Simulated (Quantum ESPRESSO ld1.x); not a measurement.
Q: These are the eigenvalues of the occupied orbitals of an atom or ion with whole-number occupations (eV). Method: non-relativistic Kohn-Sham, LDA (Slater exchange, Perdew-Zunger correlation), spin-unpolarised, spherical densities, point nucleus; computed with ld1.x of Quantum ESPRESSO 7.5.

1s: -6359.24
2s: -731.089
2p: -627.678
3s: -83.7114
3p: -54.1820
3d: -7.2473
4s: -5.2088

Which element is it, and in what charge state? The configuration may be excited.

A: Z = 25, manganese, charge 0: Mn in [Ar] 3d5 4s2. The list shows which subshells hold electrons but not how many an open one holds; the 1s level, -233.7 hartree, gives Z - s = 21.6 by -(Z - s)^2/2, which with screening narrows Z to a few neighbours, and the depths of the outer levels then fix element, charge and occupations together.
